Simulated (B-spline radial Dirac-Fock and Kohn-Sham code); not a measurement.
Z = 54 (xenon), transition energy 100 keV. Level of theory: a Dirac-Hartree-Slater potential of the neutral atom with a Latter tail (no hole, which puts coefficients of high multipoles low close above an edge), finite nucleus with surface currents; a B-spline atomic structure program. Subshells that would emit electrons below 1 keV are left out.

Q: A pure transition shows α(K) = 0.182, L1/L2 = 7.14 and L1/L3 = 5.18. What is its multipolarity?
A. E2
B. E3
C. M2
D. E1
E. M1
F. M4
G. E4
H. M3

A: D. For comparison, α(K), L1/L2, L1/L3 are E2 1.20, 0.612, 0.535; E3 6.40, 0.0918, 0.0888; E4 33.0, 0.0244, 0.0248; M1 0.709, 13.7, 58.4; M2 6.61, 8.66, 6.28; M3 45.5, 5.80, 1.44; M4 300, 4.28, 0.634.

Values without a named source are computed, but for edge energies of neutral atoms, which are taken from tables.
